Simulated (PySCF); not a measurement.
SMILES o1cccc1/C=C\c1cccs1, GFN2-xTB optimised geometry.

```
20

C     -0.99    -1.59     0.00
C      0.36    -1.67     0.00
C      1.39    -0.68     0.00
C      2.73    -0.99     0.00
C      3.57     0.13     0.00
C      2.88     1.30     0.00
S      1.18     1.05     0.00
C     -1.87    -0.46     0.00
C     -3.25    -0.46     0.00
C     -3.65     0.89     0.00
C     -2.49     1.62     0.00
O     -1.42     0.81     0.00
H     -1.53    -2.53     0.00
H      0.77    -2.67     0.00
H      3.09    -2.00     0.00
H      4.65     0.07     0.00
H      3.26     2.30     0.00
H     -3.88    -1.33     0.00
H     -4.65     1.27     0.00
H     -2.31     2.67     0.00
```

Density from CAM-B3LYP/def2-SVP (PySCF) at that geometry.

Minimum of the electron density along straight lines between bonded atoms, close to the bond critical point (lines longer than 1.1 times the sum of covalent radii, or with two minima, are not listed):

```
bond     length / Å  ρ at the minimum / e bohr⁻³  ∇²ρ there / e bohr⁻⁵  position (fraction from the first atom)
-------  ----------  ---------------------------  --------------------  ---------------------------------------
C1–C2         1.350                        0.328                 -0.84                                     0.50
C2–C3         1.429                        0.287                 -0.72                                     0.50
C3–C4         1.379                        0.316                 -0.79                                     0.51
C4–C5         1.403                        0.304                 -0.77                                     0.50
C5–C6         1.360                        0.324                 -0.83                                     0.49
C3–S7         1.741                        0.210                     ?                                     0.47
C6–S7         1.715                        0.222                     ?                                     0.48
C1–C8         1.430                        0.290                 -0.75                                     0.48
C8–C9         1.380                        0.319                 -0.81                                     0.52
C9–C10        1.408                        0.298                 -0.73                                     0.50
C10–C11       1.363                        0.327                 -0.84                                     0.48
C8–O12        1.351                        0.285                     ?                                     0.33
C11–O12       1.339                        0.291                  0.13                                     0.33
C1–H13        1.082                        0.283                 -1.08                                     0.64
C2–H14        1.085                        0.282                 -1.07                                     0.63
C4–H15        1.076                        0.284                 -1.09                                     0.63
C5–H16        1.076                        0.284                 -1.10                                     0.64
C6–H17        1.072                        0.286                 -1.13                                     0.64
C9–H18        1.071                        0.286                 -1.12                                     0.64
C10–H19       1.071                        0.286                 -1.12                                     0.64
C11–H20       1.072                        0.291                 -1.19                                     0.65
```

Problem. Some entries are withheld; supply them.

Solution. 
- C3–S7, ∇²ρ there / e bohr⁻⁵: -0.44
- C6–S7, ∇²ρ there / e bohr⁻⁵: -0.53
- C8–O12, ∇²ρ there / e bohr⁻⁵: -0.01
